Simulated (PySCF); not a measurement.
Some computed properties have been withheld. Give your best values.

Compound: C5H4N2.
SMILES: `C#Cc1cnc[nH]1`

```json
{"property": "point group of the GFN2-xTB geometry", "level": "GFN2-xTB", "value": "?"}
{"property": "rotational constants A, B, C of the GFN2-xTB geometry", "level": "GFN2-xTB", "value": "?"}
{"property": "dipole moment", "level": "PBE0/def2-SVPD", "value": "3.19 D"}
{"property": "HOMO energy", "level": "PBE0/def2-SVPD", "value": "-6.58 eV"}
{"property": "LUMO energy", "level": "PBE0/def2-SVPD", "value": "-0.58 eV"}
{"property": "lowest singlet excitation", "level": "TDDFT PBE0/def2-SVPD", "value": "5.42 eV (229 nm, f = 0.347)"}
{"property": "lowest triplet excitation (Tamm–Dancoff)", "level": "TDA PBE0/def2-SVPD", "value": "3.62 eV"}
{"property": "static isotropic polarisability", "level": "PBE0/def2-SVPD", "value": "?"}
{"property": "electronic spatial extent ⟨r²⟩ about the centre of nuclear charge", "level": "PBE0/def2-SVPD", "value": "690 bohr²"}
{"property": "13C chemical shifts (computed TMS as zero) by class", "level": "GIAO PBE0/pcSseg-1", "value": "?"}
{"property": "1H chemical shifts (computed TMS as zero) by class", "level": "GIAO PBE0/pcSseg-1", "value": "8.39 (1 H), 7.66 (1 H), 7.33 (1 H), 3.16 (1 H) ppm"}
{"property": "isotropic shieldings of nuclei other than C and H, by class", "level": "GIAO PBE0/pcSseg-1", "value": "-39 (1 N), 80 (1 N) ppm"}
```

The electronic properties come from PySCF, for the isolated species, density fitting.

Question: Give the rotational constants A, B, C of the GFN2-xTB geometry.

Answer: 9.620, 1.999, 1.655 GHz.

Question: Give the point group of the GFN2-xTB geometry.

Answer: Cs.

Question: What is the static isotropic polarisability?

Answer: 71.9 au.

Question: The 13C chemical shifts (computed TMS as zero) by class?

Answer: 143.7 (1 C), 136.7 (1 C), 115.5 (1 C), 93.1 (1 C), 77.9 (1 C) ppm.

The rotational constants make it an asymmetric top with κ = (2B − A − C)/(A − C) = -0.91, nearer the prolate limit (−1). The principal polarisabilities are 41.4, 63.3 and 111.1 au; their mean is the isotropic value. No computed singlet falls in the visible range (750 to 380 nm, 1.65 to 3.26 eV); S1 lies 2.16 eV above its blue end. The vertical singlet–triplet gap S1 − T1 is 1.80 eV (TDDFT singlet less Tamm–Dancoff triplet; S1: HOMO→LUMO, weight 0.89; T1: HOMO→LUMO, weight 0.96). With B = h/(8π²I), that is 505.379 GHz u Å² over I, the principal moments of inertia are 52.5, 252.9 and 305.4 u Å² (most abundant isotopes). A dipole of 3.19 D is allowed in Cs, and pure rotational transitions are dipole-allowed.

For the TDDFT job (PBE0/def2-SVPD), cost: about 40 s of CPU time on one thread; the machine was shared, so the figure is rough.
